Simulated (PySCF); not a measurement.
Potential energy curve for AuH, singlet.

Levels: RHF/def2-SVP, def2 effective core potentials past Kr (PySCF); UMP2 = MP2 on UHF/def2-SVP, def2 effective core potentials past Kr (PySCF); UCCSD(T) = PySCF 2.14.0 with CCSD(T) on UHF/def2-SVP, def2 effective core potentials past Kr.

Energies relative to the lowest point of each curve near equilibrium, in kJ/mol:

| R / Å | RHF | UMP2 |
|---|---|---|
| 1.22 | 189.9 | 146.1 |
| 1.30 | 97.6 | 63.2 |
| 1.46 | 13.0 | 1.6 |
| 1.54 | 1.1 | 1.7 |
| 1.59 | 0.0 | 7.9 |
| 1.65 | 3.5 | 19.9 |
| 2.33 | 163.7 | 224.6 |
| 2.78 | 270.9 | 263.9 |
| 3.76 | 431.9 | 277.9 |
| 4.16 | 475.1 | 278.6 |
| 5.33 | 555.3 | 279.1 |
| 6.15 | 584.9 | 279.2 |

What does UCCSD(T) give at the same points?

1.22: 161.7; 1.30: 75.0; 1.46: 4.6; 1.54: 0.0; 1.59: 3.3; 1.65: 11.6; 2.33: 186.9; 2.78: 258.7; 3.76: 284.6; 4.16: 285.5; 5.33: 286.1; 6.15: 286.2 (kJ/mol).

The restricted form behind RHF keeps the bonding electrons paired and can't separate into open-shell fragments. The unrestricted determinant behind UMP2, UCCSD(T) is spin-contaminated at 2.06 to 6.15 Å (<S²> up to 1.0, against 0.00 for a pure singlet).
